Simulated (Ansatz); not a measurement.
Calculated with Ansatz (gas phase, PBE0-D4/def2-TZVP geometries, no zero-point term in ΔE). CBS: MP2 limit from def2 TZ/QZ plus the TZ coupled-cluster correction, frozen cores. This one scheme is used for every species. Functionals use def2-TZVPP. B3LYP here is the variant with VWN-RPA as its local correlation; programs differ in this. One conformer a species, not always the lowest.

`F[CH]([AlH2])[SiH3]` + `ClCCCl` → `[AlH2][CH2]Cl` + `FC([SiH3])CCl`  (formal exchange of groups at the Al–C bond)

| level | ΔE (kJ/mol) | difference from CCSD(T)/CBS |
| --- | --- | --- |
| PBE-D4 | 1.1 | 2.3 |
| r2SCAN-D4 | -0.7 | 0.5 |
| PBE0-D4 | -0.5 | 0.7 |
| B3LYP-D4 | -0.4 | 0.8 |
| ωB97X-V | -1.9 | -0.7 |
| ωB97M-V | -2.1 | -0.9 |
| B2PLYP | -0.6 | 0.6 |
| PBE | 1.3 | 2.5 |
| r2SCAN | -0.6 | 0.6 |
| PBE0 | -0.3 | 0.9 |
| B3LYP | -0.2 | 1.0 |
| HF/def2-TZVPP | -2.9 | -1.7 |
| MP2/def2-TZVPP | -1.0 | 0.2 |
| SCS-MP2/def2-TZVPP | -0.7 | 0.5 |
| CCSD/def2-TZVPP | -1.9 | -0.7 |
| CCSD(T)/def2-TZVPP | -1.3 | -0.1 |
| HF/def2-QZVPP | -3.0 | -1.8 |
| MP2/def2-QZVPP | -1.0 | 0.2 |
| SCS-MP2/def2-QZVPP | -0.7 | 0.5 |
| HF/CBS(def2) | -3.0 | -1.8 |
| MP2/CBS(def2) | -1.0 | 0.2 |
| CCSD/CBS(def2) | -1.8 | -0.6 |
| CCSD(T)/CBS | -1.2 | 0 |

Largest T1 diagnostic among the species: 0.012.
